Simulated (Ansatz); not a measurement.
Ansatz (a first-principles code) input:
A basis named .json is the Basis Set Exchange file of that set.

Ansatz 0.2 input:
```yaml
crystal:
  periodic: [false, false, false]
  atoms:
    - {symbol: C, position_ang: [2.17420343, 1.40974100, 0.06886423]}
    - {symbol: S, position_ang: [1.03349448, 0.85106592, -1.24976631]}
    - {symbol: Si, position_ang: [-0.04051763, -0.69950141, -0.22281672]}
    - {symbol: C, position_ang: [-1.28498198, -1.32182849, -1.47116640]}
    - {symbol: C, position_ang: [1.08943801, -2.05406687, 0.39582057]}
    - {symbol: S, position_ang: [-0.97972076, 0.07729014, 1.54548159]}
    - {symbol: C, position_ang: [-2.01087807, 1.40992834, 0.82930332]}
    - {symbol: H, position_ang: [2.63058316, 2.33489745, -0.27639565]}
    - {symbol: H, position_ang: [1.62449789, 1.59694787, 0.98927457]}
    - {symbol: H, position_ang: [2.95365707, 0.67147689, 0.24541355]}
    - {symbol: H, position_ang: [-1.88325940, -2.12398113, -1.03526766]}
    - {symbol: H, position_ang: [-0.77836936, -1.70935441, -2.35756781]}
    - {symbol: H, position_ang: [-1.95981678, -0.52630804, -1.78953929]}
    - {symbol: H, position_ang: [0.51566168, -2.82606363, 0.91287171]}
    - {symbol: H, position_ang: [1.83295546, -1.66384151, 1.09189676]}
    - {symbol: H, position_ang: [1.61453035, -2.51539058, -0.44254147]}
    - {symbol: H, position_ang: [-1.41413930, 2.03470888, 0.16754059]}
    - {symbol: H, position_ang: [-2.37900947, 2.00830198, 1.65986311]}
    - {symbol: H, position_ang: [-2.85711224, 0.99528502, 0.28551092]}
basis:
  gaussian:
    orbitals: cc-pwCVTZ.json
magnetization: {spin_polarized: false}
correlation: {method: ccsd_t, frozen_orbitals: {C: 0, H: 0, S: 1, Si: 1}}
```

**Question.** What final total energy does it print?

**Answer.** -1244.98852 Eh (CCSD(T,core; 1s of Na to Cl frozen)/cc-pwCVTZ).
